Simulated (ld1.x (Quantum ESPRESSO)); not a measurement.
# Plane-wave convergence, TM potential for tin (Sn)

Sn (Z = 50), norm-conserving Troullier–Martins (Kleinman–Bylander form), made with ld1.x (Quantum ESPRESSO) 7.5 (PBE, scalar-relativistic). Core [Kr], reference 4d10 5s1 5p3. Waves: 5p (bound): rc 2.20 bohr; 4d (bound): rc 1.00 bohr; 5s (bound): rc 1.75 bohr. Local part: the s channel. Core correction: none.

The pseudo-atom Hamiltonian at the reference potential is diagonalised in spherical Bessel functions j_l(qr) that vanish at 20 bohr, with q² up to the cutoff. All-electron valence levels (Ry): 5p -0.3173, 4d -2.0078, 5s -0.8389.

How do the lowest levels (Ry) of each channel move with the cutoff, and are there ghosts?

```
cutoff (Ry)     p #1    p #2     d #1     s #1     s #2    f #1  Σ f·Δε (mRy)
          8  -0.3108  0.0208   0.0178  -0.8196  -0.0378  0.1055       20295.1
         12  -0.3163  0.0203   0.0018  -0.8252  -0.0385  0.1055       20113.3
         18  -0.3169  0.0203  -0.0838  -0.8307  -0.0389  0.1055       19249.1
         30  -0.3172  0.0202  -0.8132  -0.8375  -0.0395  0.1055       11948.2
         40  -0.3172  0.0202  -1.5222  -0.8379  -0.0395  0.1055        4857.4
         50  -0.3173  0.0202  -1.8227  -0.8387  -0.0396  0.1055        1851.6
         60  -0.3173  0.0202  -1.9314  -0.8388  -0.0396  0.1055         764.0
         80  -0.3173  0.0202  -1.9951  -0.8389  -0.0396  0.1055         127.5
        110  -0.3173  0.0202  -2.0073  -0.8389  -0.0396  0.1055           5.5
        140  -0.3173  0.0202  -2.0078  -0.8389  -0.0396  0.1055           0.6
        180  -0.3173  0.0202  -2.0078  -0.8389  -0.0396  0.1055           0.5
        400  -0.3173  0.0202  -2.0078  -0.8389  -0.0396  0.1055           0.0
```

Result: no extra level below or beside the all-electron valence levels (p, d, s, f tested); 10 mRy is reached at 110 Ry and 1 mRy at 140 Ry.
